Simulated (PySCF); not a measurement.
# Sn (tin, neutral): UHF calculation

Configuration: [Kr] 4d10 5s2 5p2, high-spin 3P determinant. All numbers are calculated (PySCF 2.14, scalar relativity by spin-free X2C-1e, in x2c-SVPall).

- Total energy: -6173.087803 hartree
- One-electron energy: -8489.7603 hartree
- Hartree (Coulomb) energy: 2480.6605 hartree
- Exchange energy: -163.9880 hartree
- ⟨S²⟩: 2.0103
- ⟨L²⟩: 2.026
- Sum of ⟨r⟩: 36.01 bohr
- Sum of ⟨r²⟩: 60.57 bohr²
- Traceless quadrupole moment −½Σ⟨3z² − r²⟩ along its main axis: 4.63 e·bohr²
- Langevin diamagnetic susceptibility: -48.0 ×10⁻⁶ cm³/mol
- Time after the integrals: 0.19 s of wall time on 1 thread of Neoverse-N1 (shared host)

```csv
shell,electrons,mean orbital energy (hartree),spread (hartree),"rms radius, mean of both spins (bohr)"
1s α,1,-1078.33415,0,0.0333
1s β,1,-1078.33205,0,0.0333
2s α,1,-166.16776,0,0.136
2s β,1,-166.16726,0,0.136
2p α,3,-149.04566,0.00057,0.121
2p β,3,-149.04390,0.00178,0.121
3s α,1,-33.52962,0,0.361
3s β,1,-33.52727,0,0.361
3p α,3,-27.77405,0.00077,0.362
3p β,3,-27.77049,0.00566,0.362
3d α,5,-18.88227,0.00350,0.341
3d β,5,-18.88119,0.00494,0.341
4s α,1,-5.88542,0,0.872
4s β,1,-5.87908,0,0.872
4p α,3,-4.05346,0.00323,0.948
4p β,3,-4.04594,0.01540,0.948
4d α,5,-1.30678,0.01197,1.19
4d β,5,-1.29954,0.01900,1.19
5s α,1,-0.57283,0,2.65
5s β,1,-0.43988,0,2.65
5p α,2,-0.26534,0,3.40
```

Densities and radii are taken from the X2C orbitals without a picture-change correction, which distorts them close to the nucleus.
